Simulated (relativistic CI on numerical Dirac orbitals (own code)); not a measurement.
**Radial parameters of Ho³⁸⁺**

Computed by Dirac-Coulomb-Breit CI, orbitals from a KLI potential per configuration, a model potential for QED, unscaled Slater integrals (own radial code, finite nucleus).

Slater integrals F^k, G^k are unscaled and averaged over j, outside the closed core [Ar]; ζ comes from projecting the Hamiltonian with its Breit term on Σ l·s of the shell.

- 3d10 4p: ζ(4p) = 320140 cm⁻¹; <r>(4p) = 0.4606, <r^2>(4p) = 0.2401 (bohr units).
- 3d10 4d: ζ(4d) = 40391 cm⁻¹; <r>(4d) = 0.4569, <r^2>(4d) = 0.2387 (bohr units).
- 3d10 4f: ζ(4f) = 6366.7 cm⁻¹; <r>(4f) = 0.4237, <r^2>(4f) = 0.2018 (bohr units).

Averages of the first 10 configurations, taken without configuration mixing, which lowers the lowest level and can move excited configurations by several eV; other configurations of the list can lie among them:

```csv
Configuration,Parity,States,Average energy above the lowest level (eV)
3d10 4s,even,2,0.1
3d10 4p,odd,6,120.9
3d10 4d,even,10,276.0
3d10 4f,odd,14,419.6
3d10 5s,even,2,716.6
3d10 5p,odd,6,774.1
3d10 5d,even,10,847.3
3d10 5f,odd,14,911.1
3d10 5g,even,18,941.2
3d9 4p2,even,150,1425.0
```
